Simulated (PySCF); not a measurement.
Al(H)2(SH) (AlH3S), SMILES [AlH2][SH]. Geometry optimised at PBE0-D3(BJ)/def2-TZVP.

Computed equilibrium geometry at PBE0-D3(BJ)/def2-TZVP (PySCF confirms it by a frequency run) as a Z-matrix, and its point group:
point group Cs.
```
Al
H 1 1.5786
H 1 1.5806 2 124.60
S 1 2.1812 2 116.54 3 180.00
H 4 1.3439 1 93.72 2 180.00
```
